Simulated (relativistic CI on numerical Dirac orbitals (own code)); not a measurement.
**Tm³⁺: resonant inelastic scattering at the N4,5 edge**

Computed with this model: Dirac-Coulomb-Breit CI, orbitals from a KLI potential per configuration, QED by a radiative potential, valence Slater integrals scaled by 0.7, Kramers-Heisenberg scattering through one core-hole configuration in a parametric crystal field; configurations [Xe] 4f12 → [Kr] 4d9 4f13 5s2 5p6; 10 K; core-hole width 0.3 eV; summed over polarisations. Incident energies are the highest absorption maxima for each field (at most a few, so the weaker spin-orbit partner edge can be absent), on the computed scale of the free ion. Intensities are in per cent of the strongest line above 0.02 eV; levels within 1 cm⁻¹ are merged; final levels count from the ground level, the first row holds all elastic scattering, lines under 0.4 are left out and each table stops after 24 rows. The scale of the Slater integrals is a model choice and moves the terms in proportion.

Field parameters in Wybourne normalisation; cubic f-shell fields have B⁴₄ = √(5/14) B⁴₀ and B⁶₄ = −√(7/2) B⁶₀. The field is a parameter set, without covalency.

S is read from ⟨S²⟩ = S(S + 1).

Oh, B40 = 1630, B60 = 530 cm⁻¹:

| Final level (eV) | Degeneracy | Irrep | S | 175.1 eV | 182.6 eV |
| --- | --- | --- | --- | --- | --- |
| 0.000 | 1 | A1 | 0.99 | 11.9 | 147.0 |
| 0.012 | 3 | T1 | 0.99 | 0.8 | 255.2 |
| 0.021 | 3 | T2 | 0.99 | 17.8 | 100.0 |
| 0.072 | 3 | T2 | 0.99 | 1.2 | 4.3 |
| 0.074 | 2 | E | 0.99 | 1.4 | 10.3 |
| 0.575 | 3 | T2 | 0.73 | 0.0 | 11.9 |
| 0.633 | 2 | E | 0.76 | 0.0 | 8.8 |
| 1.020 | 3 | T1 | 1.00 | 0.5 | 23.9 |
| 1.024 | 2 | E | 1.00 | 0.3 | 22.9 |
| 1.043 | 3 | T2 | 1.00 | 0.1 | 8.6 |
| 1.493 | 2 | E | 0.89 | 0.0 | 3.4 |
| 1.495 | 3 | T2 | 0.90 | 0.0 | 9.8 |
| 1.521 | 3 | T1 | 0.89 | 0.0 | 0.5 |
| 1.559 | 1 | A1 | 0.88 | 0.0 | 0.5 |
| 1.738 | 3 | T2 | 0.95 | 0.0 | 0.6 |
| 1.779 | 3 | T2 | 0.87 | 0.0 | 0.8 |
| 3.758 | 2 | E | 0.03 | 0.0 | 0.5 |
| 3.823 | 3 | T2 | 0.03 | 0.2 | 6.3 |
| 3.837 | 3 | T1 | 0.02 | 0.0 | 15.1 |
| 3.848 | 1 | A1 | 0.02 | 0.1 | 8.7 |

D3h, B20 = 1070, B40 = -780, B60 = 210, B66 = 160 cm⁻¹:

```csv
Final level (eV),Degeneracy,S,175.1 eV,182.6 eV
0.000,1,0.99,66.3,690.1
0.003,2,0.99,3.5,856.5
0.011,2,0.99,55.5,308.7
0.024,1,0.99,1.1,5.2
0.030,1,0.99,1.0,4.8
0.049,2,0.99,0.2,1.2
0.068,2,0.99,0.1,0.7
0.069,2,0.99,0.0,0.6
0.596,1,0.73,0.0,30.0
0.604,2,0.74,0.0,34.1
0.618,2,0.74,0.1,6.3
1.004,1,1.00,1.1,40.9
1.007,2,1.00,1.9,100.0
1.020,2,1.00,0.7,39.9
1.039,1,1.00,0.0,0.5
1.491,1,0.90,0.0,19.5
1.492,2,0.90,0.0,23.2
1.501,2,0.89,0.0,4.6
3.754,1,0.02,0.6,35.8
3.755,2,0.02,0.1,52.8
3.759,2,0.02,0.6,18.0
```

D3d, B20 = 2360, B40 = -1030, B43 = -780, B60 = -200, B63 = 750, B66 = -790 cm⁻¹:

```csv
Final level (eV),Degeneracy,Irrep,S,175.1 eV,182.6 eV
0.000,1,A1,0.99,23.0,243.4
0.008,2,E,0.99,1.4,338.6
0.027,2,E,0.99,19.8,100.0
0.071,1,A2,0.99,0.0,1.0
0.103,2,E,0.99,0.6,6.2
0.140,2,E,0.99,0.9,5.7
0.171,1,A1,0.99,0.1,0.8
0.631,1,A1,0.73,0.0,7.7
0.636,2,E,0.75,0.0,2.0
0.643,2,E,0.73,0.0,8.6
0.668,2,E,0.75,0.1,7.6
0.695,1,A1,0.76,0.0,2.8
1.010,1,A2,1.00,0.4,14.3
1.019,2,E,1.00,0.7,37.7
1.044,2,E,1.00,0.3,14.6
1.080,1,A2,1.00,0.0,0.4
1.132,2,E,1.00,0.0,1.1
1.163,2,E,1.00,0.0,0.8
1.510,1,A1,0.91,0.0,6.8
1.515,2,E,0.91,0.0,9.1
1.541,2,E,0.89,0.0,2.3
1.594,2,E,0.86,0.0,0.6
3.738,1,,0.02,0.2,13.3
3.742,2,,0.02,0.0,19.2
```

For the first field the strongest loss at the lowest incident energy is the level at 0.02 eV (S = 0.99, against 0.99 in the thermal ground state). Levels of other spin, the first over 8 % at 3.84 eV, appear because spin-orbit coupling of the core hole, and in heavier ions of the valence shell too, mixes spins.
